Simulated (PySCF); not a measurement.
Calculated NMR parameters of CO[Si](F)(OC)C1CCC1

- Formula: C6H13FO2Si
- SMILES: CO[Si](F)(OC)C1CCC1
- InChI: InChI=1S/C6H13FO2Si/c1-8-10(7,9-2)6-4-3-5-6/h6H,3-5H2,1-2H3
- Point group of the computed structure: C1
- Degrees of unsaturation: 1
- Carbon signals: 4
- Proton signals: 6

Numbering as in the mapped SMILES `[CH3:1][O:2][Si:3]([F:4])([O:5][CH3:6])[CH:7]1[CH2:8][CH2:9][CH2:10]1`; H(Xn) means a hydrogen on atom n. Ha(C8), Ha(C9), Ha(C10) are cis to Si3 on the ring; Hb(C8), Hb(C9), Hb(C10) are trans to Si3 on the ring.

Computed data (PySCF 2.14.0 with density-fitted response routines): coordinates at the GFN2-xTB level, NMR shieldings at PBE0/pcSseg-1/GIAO. Non-relativistic Hamiltonian, no solvent model, fast rotation and ring inversion assumed for equivalent nuclei, one conformer.

References, each an isolated molecule treated in the same way: TMS for ¹H (31.72 ppm) and ¹³C (186.93 ppm) and ²⁹Si (349.16 ppm); CFCl3 for ¹⁹F (170.95 ppm); H2O for ¹⁷O (336.08 ppm).

| carbon | δC, type | δH (multiplicity) | HMBC from (2–3 bonds) | span of the C tensor (ppm) |
| --- | --- | --- | --- | --- |
| C1/C6 | 53.1, CH3 | 3.87 (s) | – | 78 |
| C7 | 19.1, CH | 1.94 (m) | Hb(C9), Ha(C8)/Ha(C10), Ha(C9), Hb(C8)/Hb(C10) | 29 |
| C8/C10 | 22.8, CH2 | Hb(C8) 1.91 (m); Ha(C8) 2.21 (m) | Hb(C9), Ha(C8)/Ha(C10), Ha(C9), H(C7), Hb(C8)/Hb(C10) | 35 |
| C9 | 23.9, CH2 | Ha(C9) 2.03 (m); Hb(C9) 2.29 (m) | Ha(C8)/Ha(C10), H(C7), Hb(C8)/Hb(C10) | 33 |

Other nuclei:
| atoms | nucleus | environment | δ (ppm) | σ (ppm) |
| --- | --- | --- | --- | --- |
| F4 | ¹⁹F | fluorine bonded to Si | -172.4 | 343.4 |
| Si3 | ²⁹Si | silicon bonded to C, F, 2 O | -56.9 | 406.0 |
| O2/O5 | ¹⁷O | oxygen bonded to C, Si | 27.2 | 308.9 |

1. Carbon types of the structure: 1 × CH, 3 × CH2, 2 × CH3, which accounts for all hydrogens.
2. δC 53.1: methyl carbon bonded to O; pulled downfield by the heteroatom.
3. δC 23.9, 22.8: sp3 CH2 in a ring; aliphatic region, no heteroatom directly attached.
4. δH 3.87: hydrogen on a methyl carbon bonded to O; its carbon carries O, hence the downfield position.
5. δH 2.29, 2.21, 2.03, 1.91: hydrogen on an sp3 CH2 in a ring.
6. δH 1.94: hydrogen on an sp3 CH bonded to Si.

Splittings by ¹⁹F in the carbon and heteronuclear signals aren't shown, as no couplings were computed. Shifts are as computed. Against solution values, carbons near 30 ppm lie about +3 ppm off and those near 130 ppm about +5 ppm. Of 1211 compounds with measured shifts, 218 miss one by over three times the rms of a fit or turn the order of signals round; such compounds aren't used in these exercises. Unscaled 19F shifts against computed CFCl3 carry errors that often reach 10 to 50 ppm. Experimental scales use liquid or dissolved standards, which lie at an offset from isolated H2O (liquid H2O: subtract about 36 ppm). No couplings were computed; multiplicities are counted from neighbouring protons, with m where these are inequivalent, close in shift, in a saturated or five-membered ring or joined by F or P, and br s for small geminal =CH2 splittings.
